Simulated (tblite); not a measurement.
Species: C7H6N (doublet state).
Cartesian coordinates in Å at the GFN2-xTB level; atoms count from 1:
```
atom  x, y, z in Å
N1     2.6815   -1.0330    0.2945
C2     2.1141    0.0897    0.2072
C3     0.6666    0.1877    0.0597
C4     0.0050    1.3854   -0.0414
C5    -1.3419    1.5299   -0.1800
C6    -2.1130    0.3689   -0.2222
C7    -1.4965   -0.8698   -0.1254
C8    -0.1288   -0.9702    0.0137
H9     3.6929   -1.0044    0.3942
H10    2.6332    1.0576    0.2316
H11   -1.8086    2.5007   -0.2556
H12   -3.1856    0.4438   -0.3299
H13   -2.0978   -1.7672   -0.1603
H14    0.3783   -1.9198    0.0917
```

All values are computed: GFN2-xTB (tblite) harmonic vibrations without scaling, gas phase. Errors from tens to a few hundred cm⁻¹ against measured bands are possible. One conformer, not necessarily the lowest. Open shells enter through the occupations alone, without spin polarisation, and single modes of such species can be off by tens of per cent.

Harmonic wavenumbers (cm⁻¹): 92.9, 188.0, 201.7, 363.1, 425.6, 426.9, 570.7, 580.6, 608.4, 730.3, 797.6, 800.3, 854.3, 896.9, 907.8, 958.7, 1004.1, 1064.1, 1119.1, 1143.1, 1159.6, 1200.9, 1251.8, 1287.1, 1359.2, 1403.8, 1439.9, 1515.7, 1602.5, 1692.0, 2841.7, 3064.0, 3071.9, 3079.5, 3091.8, 3352.1.

A = 5689, B = 1588, C = 1242 MHz; mass 104.050 u (most abundant isotopes); point group Cs, symmetry number 1; spin multiplicity 2.

Question: What is the zero-point energy?

Answer: ½Σν̃ = 23074 cm⁻¹ = 65.97 kcal/mol.

Question: What is S at 298.15 K and 1 bar for an ideal gas of classical rigid rotors and harmonic oscillators?

Answer: Translation 39.86, rotation 27.75, vibration 13.98, spin (R ln 2) 1.38: S = 83.0 cal/(mol K).

Question: And Cp and H(298.15 K) − H(0)?

Answer: Cp = 27.65 cal/(mol K), of which vibrations give 19.70 (their classical limit is 36 R = 71.5); H(298.15 K) − H(0) = 4.87 kcal/mol without the zero-point energy, 2.50 from vibrations.

Question: How do the functions run with temperature in this model?

Answer: 
```
T (K)  S (cal/(mol K))  Cp (cal/(mol K))  H − H(0) (kcal/mol)  G − H(0) (kcal/mol)  ln q(vib)
  100             63.0              12.5                 0.97                -5.32       0.44
  200             73.7              19.5                 2.56               -12.18       1.52
  300             83.1              27.8                 4.92               -20.02       2.85
  500            101.0              42.6                12.04               -38.47       5.93
  800            124.2              55.9                27.02               -72.37      10.85
 1000            137.3              61.3                38.77               -98.55      14.03
```

q(vib) and H(0) count from the zero-point level.

Question: Blend soft modes into free rotors: weight 1/[1 + (100 cm⁻¹/ν̃)⁴] for the oscillator and the rest for a rotor with moment μB/(μ + B), μ = h/(8π²ν), B = 10⁻⁴⁴ kg m². What vibrational entropy results?

Answer: 13.61 cal/(mol K) in place of 13.98, which changes −T·S at 298.15 K by +0.11 kcal/mol.

Question: What must be added to the electronic energy to get the Gibbs energy at 298.15 K and 1 bar?

Answer: ZPE + [H(298.15 K) − H(0)] − T·S = 65.97 + 4.87 − 24.74 = 46.10 kcal/mol.

Question: Which modes carry the vibrational entropy at 298.15 K?

Answer: 92.9 cm⁻¹: 3.60; 188.0 cm⁻¹: 2.25; 201.7 cm⁻¹: 2.12; 363.1 cm⁻¹: 1.11; 425.6 cm⁻¹: 0.87; 426.9 cm⁻¹: 0.87 cal/(mol K); the other 30 give 3.17 together.

Hindered rotation and anharmonicity are outside this model. Other conformers, if any are populated, would add a mixing term that is left out.

Time: 0.28 s. Hardware: one thread of an Arm Neoverse V2, no GPU, shared host with 96 logical CPUs at a one-minute load of 61. The figure is for the frequency step alone.
